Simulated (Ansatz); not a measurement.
Geometry optimisation, RKS r2SCAN-D4/def2-SVP (Ansatz 0.2.0).

The input (input.yaml):

```yaml
crystal:
  periodic: [false, false, false]
  atoms:
    - { symbol: Sn, position_ang: [0.0, 0.0, 0.0] }
    - { symbol: H, position_ang: [0.0, 0.0, 2.09] }
    - { symbol: Cl, position_ang: [2.2726, 0.0, -0.8025] }
    - { symbol: Cl, position_ang: [-1.1351, 1.9666, -0.8025] }
    - { symbol: H, position_ang: [-0.8195, -1.4198, -0.5794] }
    - { symbol: F, position_ang: [1.1381, 1.7163, 0.6842] }
    - { symbol: H, position_ang: [0.5989, 0.9032, 1.8933] }
basis:
  gaussian: { orbitals: def2-SVP }
hamiltonian:
  xc: r2scan
  dispersion: d4
relax:
  f_tol: 0.15
  max_steps: 25
  restrain:
    - { distance: [0, 5], at: 3.07, k: 30.0 }
    - { distance: [6, 1], at: 1.86, k: 30.0 }
    - { distance: [0, 1], at: 1.74, k: 30.0 }
    - { distance: [6, 5], at: 0.92, k: 30.0 }
output:
  orbitals: {}
```

Launched with:

```bash
$ ansatz run input.yaml --threads 2 --pin off --max-ram 3072MiB --backend cpu --events-out ev --progress --plain --runs-dir out
```

Q: Where does it end, and by what steps?

A: The forces met the threshold. The restraints hold the end off the free minimum. After 9 steps the energy has fallen by 2.648 eV (the restraints' own energy left out); F6 moved furthest, 0.85 Å. Parted: Sn1–F6 (2.17 → 3.07 Å). Joined: F6–H7 (1.55 → 0.92 Å).

| step | energy less start (eV) | largest force component (eV/Å) | accepted |
| --- | --- | --- | --- |
| 0 | 0.0000 | 2.846 | yes |
| 1 | -0.2333 | 4.013 | yes |
| 2 | -1.1915 | 3.757 | yes |
| 3 | -1.9655 | 3.119 | yes |
| 4 | -2.5016 | 0.660 | yes |
| 5 | -2.5847 | 0.479 | yes |
| 6 | -2.6151 | 0.320 | yes |
| 7 | -2.6440 | 0.294 | yes |
| 8 | -2.6427 | 0.299 | no |
| 9 | -2.6475 | 0.260 | yes |

```xyz
7
Properties=species:S:1:pos:R:3
Sn -0.121 -0.182 -0.079
H -0.018 -0.043 1.643
Cl 2.058 -0.266 -0.940
Cl -1.238 1.684 -0.948
H -0.934 -1.564 -0.662
F 1.252 2.107 1.435
H 1.057 1.430 2.034
```

Run time: 43 s on 2 threads of Arm Neoverse V2, on a shared host, peak memory 0.15 GiB.
